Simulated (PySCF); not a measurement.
CH9NO2Si2, SMILES O[SiH](O)CN[SiH3]. Coordinates come from a PBE-D3(BJ)/def2-SVP optimisation. The structure was generated by enumeration, and PubChem lists no compound with its InChIKey, so it may never have been made. One conformer was computed; it need not be the lowest.

Task: Give the equilibrium geometry at PBE-D3(BJ)/def2-SVP (PySCF confirms it by a frequency run) as bond lengths and angles. (The exact figures need the calculation; the answer reports its results.)

Result: This is not unique; one that fits is 
Atoms: O1 Si2 O3 C4 N5 Si6 H7 H8 H9 H10 H11 H12 H13 H14 H15. Bond lengths (Å): O1–Si2 1.675, O1–H7 0.988, Si2–O3 1.680, Si2–C4 1.909, Si2–H8 1.502, O3–H9 0.973, C4–N5 1.476, C4–H10 1.113, C4–H11 1.115, N5–Si6 1.761, N5–H12 1.026, Si6–H13 1.503, Si6–H14 1.513, Si6–H15 1.503. Bond angles (°): Si2–O1–H7 105.4, O1–Si2–O3 114.6, O1–Si2–C4 104.0, O1–Si2–H8 107.7, O3–Si2–C4 104.8, O3–Si2–H8 109.2, C4–Si2–H8 116.7, Si2–O3–H9 115.2, Si2–C4–N5 109.2, Si2–C4–H10 104.9, Si2–C4–H11 113.9, N5–C4–H10 108.7, N5–C4–H11 113.7, H10–C4–H11 105.8, C4–N5–Si6 121.0, C4–N5–H12 112.3, Si6–N5–H12 114.8, N5–Si6–H13 107.6, N5–Si6–H14 115.1, N5–Si6–H15 106.9, H13–Si6–H14 107.6, H13–Si6–H15 111.0, H14–Si6–H15 108.6.
Charge 0, spin multiplicity 1.
